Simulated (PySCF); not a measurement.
Molecule: SMILES CCc1cccnc1, C₇H₉N.

Molfile (atoms numbered from 1):
```
C7H9N
     RDKit          3D

 17 17  0  0  0  0  0  0  0  0999 V2000
   -2.3122    0.5273    0.5805 C   0  0  0  0  0  0  0  0  0  0  0  0
   -1.3979    0.0489   -0.5447 C   0  0  0  0  0  0  0  0  0  0  0  0
    0.0180   -0.1629   -0.0870 C   0  0  0  0  0  0  0  0  0  0  0  0
    0.9605    0.8685   -0.0808 C   0  0  0  0  0  0  0  0  0  0  0  0
    2.2433    0.6239    0.4001 C   0  0  0  0  0  0  0  0  0  0  0  0
    2.5436   -0.6560    0.8649 C   0  0  0  0  0  0  0  0  0  0  0  0
    1.6633   -1.6529    0.8658 N   0  0  0  0  0  0  0  0  0  0  0  0
    0.4429   -1.4046    0.4031 C   0  0  0  0  0  0  0  0  0  0  0  0
   -3.3413    0.6787    0.2207 H   0  0  0  0  0  0  0  0  0  0  0  0
   -2.3428   -0.2047    1.4020 H   0  0  0  0  0  0  0  0  0  0  0  0
   -1.9556    1.4799    1.0019 H   0  0  0  0  0  0  0  0  0  0  0  0
   -1.4091    0.7820   -1.3676 H   0  0  0  0  0  0  0  0  0  0  0  0
   -1.7889   -0.8928   -0.9630 H   0  0  0  0  0  0  0  0  0  0  0  0
    0.6888    1.8596   -0.4566 H   0  0  0  0  0  0  0  0  0  0  0  0
    3.0018    1.4097    0.4129 H   0  0  0  0  0  0  0  0  0  0  0  0
    3.5438   -0.8842    1.2511 H   0  0  0  0  0  0  0  0  0  0  0  0
   -0.2608   -2.2474    0.4103 H   0  0  0  0  0  0  0  0  0  0  0  0
  1  2  1  0
  2  3  1  0
  3  4  1  0
  4  5  2  0
  5  6  1  0
  6  7  2  0
  7  8  1  0
  8  3  2  0
  1  9  1  0
  1 10  1  0
  1 11  1  0
  2 12  1  0
  2 13  1  0
  4 14  1  0
  5 15  1  0
  6 16  1  0
  8 17  1  0
M  END
```

Geometry PBE0-D3(BJ)/def2-SVP throughout; GIAO in PySCF 2.14, gas phase, one conformer, non-relativistic; equivalent atoms averaged; basis pcSseg-1.

Question: How do the shifts δ (against TMS, NH3 at the same level) depend on the functional? (a selection of nuclei; ppm; last column core-seconds on 1 thread of an Arm Neoverse V2, shared host)

Answer: 
```tsv
functional	kind	C8	C4	C3	C5	C1	N7	H15	H12/H13	H9/H10/H11	core-s
HF	Hartree–Fock	159.5	146.3	143.2	127.5	21.4	371.9	7.21	2.35	1.20	10
LDA	LDA	159.5	142.7	149.6	131.7	20.5	378.8	7.16	2.51	1.14	24
PBE	GGA	153.4	137.2	143.2	126.2	21.5	360.9	7.04	2.47	1.15	32
BP86	GGA	153.3	137.2	143.2	126.0	21.7	358.0	7.03	2.47	1.16	30
OPBE	GGA	147.3	131.9	135.3	120.7	20.5	339.2	7.12	2.49	1.13	32
PBE0	global hybrid	156.0	140.6	144.4	128.1	21.1	364.3	7.18	2.45	1.15	32
WP04	global hybrid	155.9	140.5	144.3	127.5	22.2	353.9	6.87	2.39	1.13	22
LC-wPBE	range-separated hybrid	161.8	147.4	148.3	133.1	19.6	365.9	7.34	2.39	1.14	35
```

Question: Which nucleus among those listed moves most, in ppm?

Answer: N7 (pyridine-type ring nitrogen): from 339.2 ppm with OPBE to 378.8 ppm with LDA. The smallest spread is 0.07 ppm, at H9/H10/H11. Proton shifts span only some 12 ppm, so a few tenths of a ppm matter as much there as several ppm in carbon.
